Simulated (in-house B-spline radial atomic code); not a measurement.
Sr⁺. Computed with a B-spline radial atomic code. Model: non-relativistic spherical atom: semilocal Troullier-Martins pseudo-atom, one channel per l, against all electrons, high spin, G0W0 and RPA with empty states to l = 8, local potential for every l without a channel, a model core (radius 0 = none) keeps its share of the functional.

Without relativity these are model numbers for so heavy an element.

What the tables leave out is listed at the end.

The pseudopotential gives back the lowest level of each angular momentum of its own functional in the configuration it was made in; a second state of the same l is only approximately right. Exact exchange, RPA and GW see the smooth pseudo-orbitals and miss the exchange with the core, for which the functional's share stands in. The column with an uncorrelated core keeps all orbitals and exact exchange, and so separates missing core correlation from pseudisation. Only the three outermost levels and the lowest empty one were computed. RPA here is direct RPA, with no exchange kernel, and its energies carry an (l + 1/2)⁻⁴ tail. A hybrid on a potential with a model core restores only its own semilocal share of the core's exchange.

Command:
```bash
python run_psgw.py task.json out
```
Settings (lengths in bohr, energies in hartree):
```
Z                      38
electrons              37
configuration          [Kr] 5s1
generated_in           [Kr] 5s2
functional             pbe,pbe
core_shells            5
radius_factor          1.15
core_correction        True
ion_configuration      [Ar] 3d10 4s2 4p6
```

Cost of the run: 67 s on 1 thread of Arm Neoverse N1, on a shared host.

Given: made with PBE; model core radius 0.234 bohr; local radius 1.332 bohr; mean-field start PBE.

Valence shells of the generating configuration: 3d, 4s, 4p, 5s.

Channel: s 1.412, p 1.53, d 1.297 (radii in bohr).

Computed: largest level miss in the spin-unpolarised generating configuration 0.031 eV; valence RPA correlation energy all-electron orbitals -1.1863 hartree; valence RPA correlation energy pseudo -1.2758 hartree; all-electron RPA polarisability, core included 61.077 bohr³; ionisation by mean-field all-electron 11.02 eV; ionisation by mean-field pseudo minus all 0.078 eV; ionisation by RPA all-electron 11.417 eV.

| level | occupied | mean-field all-electron (eV) | mean-field pseudo minus all (eV) | G0W0 all-electron (eV) | G0W0 uncorrelated core minus all (eV) | G0W0 pseudo minus all (eV) | exchange self-energy all-electron (eV) | exchange self-energy pseudo (eV) |
| --- | --- | --- | --- | --- | --- | --- | --- | --- |
| 5s up | 1 | -8.5487 | -0.058 | -11.334 | -0.004 | -0.118 | -7.8203 | -7.6457 |

**Question.** What is the ionisation by RPA pseudo minus all?

**Answer.** 0.032 eV.

**Question.** What is the pseudo-atom RPA polarisability?

**Answer.** 59.927 bohr³.

Given: mean-field start PBE0.

Computed: valence RPA correlation energy all-electron orbitals -1.1346 hartree; valence RPA correlation energy pseudo -1.2359 hartree; all-electron RPA polarisability, core included 51.784 bohr³; pseudo-atom RPA polarisability 51.17 bohr³; ionisation by RPA all-electron 11.248 eV; ionisation by RPA pseudo minus all 0.054 eV.

```json
{"level": "5s up", "occupied": "1", "mean-field all-electron (eV)": "-9.0974", "mean-field pseudo minus all (eV)": "-0.049", "G0W0 all-electron (eV)": "-11.298", "G0W0 uncorrelated core minus all (eV)": "-0.003", "G0W0 pseudo minus all (eV)": "-0.089", "exchange self-energy all-electron (eV)": "-7.7011", "exchange self-energy pseudo (eV)": "-7.5237"}
{"level": "5s down (empty)", "occupied": "0", "mean-field all-electron (eV)": "-6.8319", "mean-field pseudo minus all (eV)": "-0.042", "G0W0 all-electron (eV)": "-5.786", "G0W0 uncorrelated core minus all (eV)": "-0.003", "G0W0 pseudo minus all (eV)": "-0.007", "exchange self-energy all-electron (eV)": "-1.5289", "exchange self-energy pseudo (eV)": "-1.3205"}
```

**Question.** What is the ionisation by mean-field all-electron?

**Answer.** 10.895 eV.

**Question.** What is the ionisation by mean-field pseudo minus all?

**Answer.** 0.06 eV.

Among the listed levels the largest G0W0 shift of the pseudo-atom is -0.12 eV, for 5s up on the PBE start, while leaving the core uncorrelated moves that level by 0.00 eV. The rest, -0.11 eV, comes from pseudisation and the lost core exchange. Not in the tables (levels of low weight, unsolved or above zero; the highest and the empty levels are kept at any weight): on PBE the G0W0 levels 4p down (pseudo minus all -0.32 eV, weights 0.31 and 0.42), 4p up (pseudo minus all -0.36 eV, weights 0.28 and 0.34), 5s down (pseudo minus all +0.22 eV, weights 0.82 and 0.58); on PBE0 the G0W0 levels 4p down (pseudo minus all -0.40 eV, weights 0.68 and 0.70), 4p up (pseudo minus all -0.40 eV, weights 0.67 and 0.69); no Hartree-Fock pseudo-atom is run with a model core.
